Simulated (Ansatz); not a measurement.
```xyz
4

Al    0.0000    0.0000    0.0000
Cl    2.0789    0.0000    0.0000
Cl   -1.0395    1.8004    0.0000
Cl   -1.0395   -1.8004    0.0000
```

Basis set: cc-pVDZ (spherical functions). Correlated methods keep 20 orbitals frozen. Charge 0, multiplicity 1.

Computed with Ansatz (development build ahead of 0.2.0); each method stands on the lowest determinant of its kind that the runs found. Restricted open shells among the atoms or ions are ROHF, correlated in semicanonical orbitals with singles.

Problem. Give the atomization energy at this shape (free ground-state atoms in the same class of orbitals less the molecule, no zero-point energy) of singlet AlCl3 by RHF-MP2, RHF.

Solution.

| method | atomization energy |
| --- | --- |
| RHF-MP2 | 1197.1 kJ/mol |
| RHF | 998.2 kJ/mol |
